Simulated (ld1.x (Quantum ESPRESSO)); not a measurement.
Reading a pseudo-wave (Ti (Z = 22))

Columns: radius, all-electron u(r) and pseudo u(r) of the 3d shell (level -4.26 eV) of titanium in the configuration [Ne] 3s2 3p6 3d2 4s2 4p0; PBE, scalar-relativistic, TM scheme, ld1.x (Quantum ESPRESSO) 7.5.

```
r (bohr)  all-electron  pseudo
   0.100        0.0313  0.0041
   0.200        0.1407  0.0314
   0.300        0.2853  0.0979
   0.400        0.4266  0.2074
   0.500        0.5458  0.3498
   0.600        0.6380  0.5045
   0.700        0.7034  0.6473
   0.800        0.7442  0.7580
   0.900        0.7645  0.8263
   1.000        0.7687  0.8521
   1.100        0.7611  0.8438
   1.200        0.7451  0.8130
   1.300        0.7233  0.7711
   1.400        0.6977  0.7265
   1.500        0.6699  0.6844
   1.600        0.6409  0.6467
   1.700        0.6117  0.6132
   1.800        0.5826  0.5828
   1.900        0.5542  0.5542
   2.000        0.5266  0.5266
   2.100        0.5001  0.5001
   2.200        0.4748  0.4748
   2.300        0.4506  0.4506
   2.400        0.4277  0.4277
   2.500        0.4059  0.4059
   2.600        0.3853  0.3853
```

Problem. How many radial nodes do the two functions have?

Solution. The all-electron 3d function has n − l − 1 = 0; the pseudo-wave has 0.

Problem. At about which radius was the pseudo-wave matched?

Solution. 2.00 bohr. The columns agree to 0.0005 from 1.80 bohr on; several derivatives are matched, so the curves merge somewhat inside the radius.

Problem. Is the pseudo-wave norm-conserving?

Solution. Yes: the TM scheme keeps the norm inside the radius equal to the all-electron one, which fixes the energy derivative of the logarithmic derivative at the level.
